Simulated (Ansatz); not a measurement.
Ge(CF3)H3 (CH₃F₃Ge). Charge 0, multiplicity 1. Geometry PBE-D4/def2-SVP, basis def2-TZVP, Ansatz.

```xyz
8

C    -0.512   -0.012   -0.854
F    -0.271   -1.146   -1.558
F    -0.178    1.037   -1.646
F    -1.848    0.053   -0.631
Ge    0.521    0.013    0.870
H     0.243    1.364    1.565
H     2.019   -0.139    0.522
H     0.026   -1.170    1.732
```

```tsv
run	HOMO (eV)	LUMO (eV)
A	-11.68	2.20
B	-8.25	-0.06
C	-9.41	0.43
D	-13.18	3.41
E	-7.89	-0.37
F	-8.37	-0.26
```

Another isomer (singlet) lies 3.98 eV lower at PBE0-D4/def2-TZVP; other spin states weren't run for this one.

**Question.** The runs used B97M-V, HF, PBE, PBE0, r2SCAN, ωB97M-V. Estimate which is which.

**Answer.** A ωB97M-V (range-separated); B r2SCAN (0 % exact exchange); C PBE0 (25 % exact exchange); D HF (100 % exact exchange); E PBE (0 % exact exchange); F B97M-V (0 % exact exchange). Exact exchange lowers occupied and raises empty levels; among semilocal functionals meta-GGAs tend to open the gap a little, and such runs are hard to tell apart. The gap grows from 7.52 eV (PBE) to 16.59 eV (HF).
